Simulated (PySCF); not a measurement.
# Input and output of a scripted DFT run

The script drives PySCF SCF with an in-house response code with single-precision fitted integrals, so total energies wander by about 1e-6 Eh between cycles (the fitting error itself is about 1e-3 Eh and cancels in differences); atoms count from 0. Kgrid is the grid level of the response kernel; vcut the energy (Eh) above which virtual orbitals leave the response; delta the states run by ΔSCF (the anion only where the lumo is low enough to bind); pop asks for populations, which are stored and not printed; grid is the SCF grid level (2 if not given).

Without diffuse functions Rydberg states are missing, so unbound LUMOs, wide gaps and states within about 2 eV of the ionisation energy come out too high, and electron affinities are rough.

Job and coordinates (Å):

```
{"job": {"kind": "uv", "basis": "def2-SVP", "grid": 1, "kgrid": 0, "vcut": null, "nstates": 5, "ntriplets": 0, "tda": true, "delta": [], "pop": false, "xc": "B3LYP", "pol": false}, "charge": 0, "multiplicity": 1}
C      4.490100    -0.470200     1.456400
C      3.058100     0.015100     0.996900
C      1.982500    -1.166200     0.814700
C      0.891900    -0.971000     1.887700
C     -0.055600     0.145000     1.595700
C     -1.180800    -0.281100     0.599600
C     -2.354600     0.666100     0.767400
F     -1.967800     1.912900     0.368600
F     -2.634000     0.638000     2.030600
C     -3.539400     0.121200    -0.080900
F     -3.838200    -1.153700     0.343600
F     -3.201400    -0.015700    -1.391000
C     -4.798400     1.015600    -0.091900
F     -5.840100     0.503700    -0.669000
F     -4.510600     2.175300    -0.608700
F     -5.154700     1.294300     1.173600
H      4.579900    -1.501800     1.951500
H      4.982200     0.197100     2.115500
H      5.113000    -0.707400     0.588700
H      3.244300     0.569600     0.075600
H      2.736800     0.844700     1.614400
H      2.557600    -2.156900     0.983400
H      1.693700    -1.202700    -0.243000
H      1.523500    -0.699700     2.774100
H      0.364900    -1.871100     2.308000
H     -0.428900     0.546800     2.681300
H      0.371900     1.066800     1.168300
H     -1.506000    -1.274600     0.863600
H     -0.762000    -0.234300    -0.350400
```

Command:

```bash
OMP_NUM_THREADS=1 python large_run.py task.json out
```

Q: What does the program print?

A: 
```
start: PBE on a coarse grid of 24231 points
cycle   1  E = -1047.1655721278  dE =  1.888e+00  |g| = 1.414e+00  |ddm| = 5.641e+00
cycle   2  E = -1046.0321706963  dE =  1.133e+00  |g| = 2.955e+00  |ddm| = 4.028e+00
cycle   3  E = -1047.5261441312  dE = -1.494e+00  |g| = 2.114e-01  |ddm| = 2.847e+00
cycle   4  E = -1047.5334370261  dE = -7.293e-03  |g| = 1.268e-01  |ddm| = 3.311e-01
cycle   5  E = -1047.5366801634  dE = -3.243e-03  |g| = 2.610e-02  |ddm| = 1.271e-01
cycle   6  E = -1047.5368042039  dE = -1.240e-04  |g| = 8.504e-03  |ddm| = 3.447e-02
final grid: 107146 points
cycle   7  E = -1048.8327586780  dE = -3.662e-03  |g| = 1.560e-01  |ddm| = 4.127e-01
cycle   8  E = -1048.8267858603  dE =  5.973e-03  |g| = 2.466e-01  |ddm| = 3.112e-01
cycle   9  E = -1048.8367683971  dE = -9.983e-03  |g| = 7.817e-03  |ddm| = 1.932e-01
cycle  10  E = -1048.8367798456  dE = -1.145e-05  |g| = 2.754e-03  |ddm| = 8.444e-03
cycle  11  E = -1048.8367825330  dE = -2.687e-06  |g| = 6.491e-04  |ddm| = 2.480e-03
cycle  12  E = -1048.8367827414  dE = -2.084e-07  |g| = 1.214e-04  |ddm| = 6.469e-04
cycle  13  E = -1048.8367794238  dE =  3.318e-06  |g| = 4.124e-05  |ddm| = 1.558e-04
converged SCF energy = -1048.8367794238

Singlet excitations
state   eV       nm        f      main configurations
  1   8.6780    142.9   0.00266   H->L+1 0.73, H->L 0.23
  2   8.7992    140.9   0.00041   H->L 0.38, H-3->L 0.26, H->L+1 0.20
  3   8.9625    138.3   0.03275   H-1->L+1 0.69, H-1->L 0.23
  4   9.1067    136.1   0.00142   H-1->L 0.53, H-1->L+1 0.20, H->L 0.14
  5   9.1780    135.1   0.02100   H-2->L+1 0.67, H-2->L 0.13
```

Q: Roughly how long does this take on 1 thread of AMD EPYC 7R13 (shared host), and how large is the basis?

A: About 27 s of wall time, peak memory 0.55 GiB; 289 basis functions and 927 fitting functions.
